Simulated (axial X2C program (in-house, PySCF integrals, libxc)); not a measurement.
Values are calculated unless marked as measured or tabulated.
# InH⁺: input and output of an EOM-EA-CCSD run

Program: an in-house all-electron X2C program for linear molecules (integrals from PySCF).

Input and command:
```json
{"zs": [49, 1], "q": 1, "bas": ["dyall-acv3z", "dyall-av3z"], "r0": 1.74, "eom": "ea", "thr": -2.0, "nmax": 92, "grid": [1, 0.96, 1.045, 0.92, 1.09, 1.15]}
```
```bash
python soeom.py task.json out
```

Keys: zs atomic numbers; q charge; bas basis sets; r0 starting distance in Å; eom kind of EOM run; thr threshold in hartree for freezing inner shells (an s shell follows its p shell); nmax most natural virtual spinors; grid distances as factors.

Output at R = 1.853 Å (near the PBE0 minimum at charge 1 of the determinant lowest at the starting distance; the state shown can have its own minimum elsewhere), reference InH²⁺:

```
two-component X2C + atomic mean field  HF
basis functions 171  fitting functions 875  grid points 5070
iter        total energy     max residual
   1      -5875.557237696     2.18e-01
   2      -5875.576949164     5.18e-03
   3      -5875.577714489     1.27e-03
   4      -5875.577816426     7.75e-04
   5      -5875.577837812     2.33e-04
   6      -5875.577841198     4.70e-05
   7      -5875.577841309     2.29e-05
   8      -5875.577841323     2.17e-06
   9      -5875.577841323     5.93e-07
converged
one-electron -8084.43312992  Coulomb 2356.61262486  exact exchange -158.47463492  xc functional 0.00000000  nuclear repulsion 13.99335312  atomic mean-field constant -3.27605448
correlated 12  virtual 244  natural virtual 92  E(MP2) -0.446756991  MP2 remainder -0.062351989
iter   CCSD correlation   residual
   1     -0.361593969   1.22e-01
   2     -0.369978375   5.48e-02
   3     -0.372042009   2.71e-02
   4     -0.371827676   7.26e-03
   5     -0.371925246   2.20e-03
   6     -0.371935193   4.77e-04
   7     -0.371931412   1.24e-04
   8     -0.371933277   4.16e-05
   9     -0.371932384   1.11e-05
  10     -0.371932538   2.60e-06
  11     -0.371932478   9.14e-07
  12     -0.371932487   3.64e-07
(T) -0.006936673  T1 0.0343  D1 0.0832  max T2 0.164
EOM-EA-CCSD roots
2*Omega      energy/Eh   energy/eV  one-particle weight
    1      -0.59377669    -16.1575      0.954
    1      -0.45860967    -12.4794      0.958
    1      -0.39328682    -10.7019      0.336
    1      -0.32740891     -8.9093      0.006
    1      -0.32443568     -8.8283      0.003
    3      -0.44913216    -12.2215      0.959
    3      -0.32126196     -8.7420      0.000
    3      -0.25080878     -6.8249      0.421
    3      -0.22416127     -6.0997      0.546
    5      -0.31785599     -8.6493      0.000
    5      -0.21515237     -5.8546      0.973
    7      -0.06673801     -1.8160      0.000
```
T1 in the output is the amplitude norm over the root of the electron number; divide by √2 for the Lee–Taylor value.

Reference electrons by ω block (each with its −ω partner): 1/2: 15, 3/2: 7, 5/2: 2. Root energies count from the CCSD energy of the reference. The reference has large amplitudes (orbital relaxation or multireference character). Roots of positive energy are unbound. The reference need not be the lowest state of its species. All roots sought are printed; those with a small one-particle weight need a further excitation, are placed far too high, and may in truth lie low or lowest. Inner shells are frozen, and levels at this size can be off by some tenths of an eV.
